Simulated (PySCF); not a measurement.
**UHF on Zn (zinc, neutral)**

Configuration: [Ar] 3d10 4s1 4p1, high-spin 3P determinant (an excited configuration). Calculation: PySCF 2.14, in aug-cc-pwCVTZ-DK; the spin-free X2C one-electron Hamiltonian (Gaussian nucleus).

```json
{
  "Total energy": "-1794.167270 hartree",
  "One-electron energy": "-2502.9068 hartree",
  "Hartree (Coulomb) energy": "779.3155 hartree",
  "Exchange energy": "-70.5760 hartree",
  "⟨S²⟩": "2.0024",
  "⟨L²⟩": "2.028",
  "Sum of ⟨r⟩": "22.63 bohr",
  "Sum of ⟨r²⟩": "40.42 bohr²",
  "Traceless quadrupole moment −½Σ⟨3z² − r²⟩ along its main axis": "-7.20 e·bohr²",
  "Langevin diamagnetic susceptibility": "-32.0 ×10⁻⁶ cm³/mol"
}
```

```
shell  electrons  mean orbital energy (hartree)  spread (hartree)  rms radius, mean of both spins (bohr)
 1s α          1                     -357.60903                 0                                 0.0580
 1s β          1                     -357.60467                 0                                 0.0580
 2s α          1                      -45.38986                 0                                  0.244
 2s β          1                      -45.38839                 0                                  0.244
 2p β          3                      -39.19878           0.00260                                  0.219
 2p α          3                      -39.19791           0.00033                                  0.219
 3s α          1                       -5.86382                 0                                  0.732
 3s β          1                       -5.85635                 0                                  0.732
 3p β          3                       -3.94262           0.00671                                  0.777
 3p α          3                       -3.94250           0.00102                                  0.777
 3d β          5                       -0.82753           0.00878                                   1.00
 3d α          5                       -0.82705           0.00750                                   1.00
 4s α          1                       -0.40399                 0                                   2.95
 4p α          1                       -0.19327                 0                                   4.07
```

Densities and radii are taken from the X2C orbitals without a picture-change correction, which distorts them close to the nucleus.

Spin-orbit constants ζ (cm⁻¹) from the X2C one-electron operator on these orbitals: bare nucleus, nucleus screened by l(l+1)(2l+1)/3 electrons, and screened by the Breit-Pauli mean field of the electrons.

| shell | bare | screened nucleus | mean field |
| --- | --- | --- | --- |
| 2p | 133900 | 125000 | n/a |
| 3p | 16760 | 15640 | n/a |
| 3d | 1628 | 1085 | n/a |
| 4p | 369.1 | 344.5 | n/a |

To first order the Landé constant is A = 172.2 cm⁻¹, so the lowest level has J = 0 and lies 0.0427 eV below the centre of the term. This holds in LS coupling only.
